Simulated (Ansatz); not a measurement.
C₂H₃B₂Cl. The species carries charge 0 and has multiplicity 1. The bonds changed during the relaxation, so this is another structure than the one it started from. The geometry is a stationary point of PBE0-D4/def2-TZVP.

```xyz
8

Cl    2.365   -0.718   -0.491
C     0.646   -0.423   -0.822
C     0.050    0.781   -0.375
B    -0.796    1.180    0.630
B    -0.364   -0.468    0.411
H     0.379   -0.855   -1.779
H    -1.485    1.825    1.327
H    -0.795   -1.323    1.100
```

What is the dipole moment at r2SCAN/def2-TZVPP? (Best estimate.)

Ansatz gave: 1.77 D, with components (-1.74, -0.29, 0.04) D in this frame, pointing from negative to positive charge.

And with PBE, B3LYP, ωB97M-V? (Estimate.)

The calculation gave: PBE 1.61 D, B3LYP 1.77 D, ωB97M-V 1.80 D.

Give the Mulliken charges with r2SCAN, B3LYP, PBE in def2-TZVPP. (Best estimate.)

The calculation gave: 
```
atom  r2SCAN  B3LYP    PBE
 Cl1   -0.15  -0.13  -0.12
  C2    0.10   0.00   0.03
  C3    0.08   0.17   0.19
  B4   -0.25  -0.29  -0.29
  B5   -0.04  -0.08  -0.06
  H6    0.10   0.14   0.13
  H7    0.07   0.09   0.06
  H8    0.08   0.10   0.07
```

B3LYP here is the variant with VWN-RPA as its local correlation; programs differ in this.
